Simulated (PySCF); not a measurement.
**Polarisability and C₆ of V²⁺ (vanadium, charge +2)**

[Ar] 3d3, high-spin 4F determinant. Calculation: PySCF 2.14, in aug-cc-pVTZ-DK; the spin-free X2C one-electron Hamiltonian (Gaussian nucleus). Coupled (time-dependent) response in atomic units; α is the mean over directions.

| method | mean α (bohr³) | C₆ (like pair) | S(−4) |
| --- | --- | --- | --- |
| M06-L | 4.647 | 14.17 | 14.58 |

S(−4) is the Cauchy moment in α(ω) = α(0) + S(−4) ω² + …

α(iu) at M06-L:

```csv
u (hartree),α(iu) (bohr³)
0,4.647
0.0500,4.611
0.100,4.510
0.200,4.176
0.300,3.785
0.500,3.098
0.750,2.485
1.00,2.050
1.50,1.464
2.00,1.088
3.00,0.6564
5.00,0.3082
```

A single London oscillator, α(iu) = α/(1 + u²/ω²), gives C₆ = (3/4) ω α². Matching the computed C₆ needs ω = 4 × 14.17 / (3 × 4.647²) = 0.875 hartree.

For an ion, C₆ is the dispersion term alone; charge-induced terms of lower order in 1/R come first.
